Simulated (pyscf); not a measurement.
This saddle point was located with ωB97X-D3(BJ)/def2-SVP in PySCF.

```xyz
10

C      0.9814    -0.6955    -0.4322
Si    -0.1020     0.7622    -0.4550
C      0.7586     2.4162    -0.4916
H      0.0653    -0.2927    -1.6407
H      2.0328    -0.6473    -0.7413
H      0.5863    -1.6907    -0.2022
H      0.0555     3.2324    -0.7132
H      1.5468     2.4076    -1.2607
H      1.2250     2.6095     0.4886
Cl    -1.6674     0.7340     0.9069
```
Charge 0, spin multiplicity 2.

Surface: doublet, charge 0. Lowest wavenumbers (cm⁻¹): 1839i, 148, 155, 183, 240.

**Question.** Name the species on either side of this saddle.

**Answer.** •H₂C–SiH(CH₃)–Cl (SMILES [CH2][SiH](C)Cl) ⇌ H₃C–Si•(CH₃)–Cl (SMILES C[Si](C)Cl), a hydrogen shift read from left to right: H–Si broken and C–H formed. At ωB97M-D3(BJ)/def2-TZVP it lies +39.4 kcal/mol from the left side and +49.5 kcal/mol from the right (each side as separated species at their lowest minima found). This is the saddle that the search found; another between the same sides may lie lower.
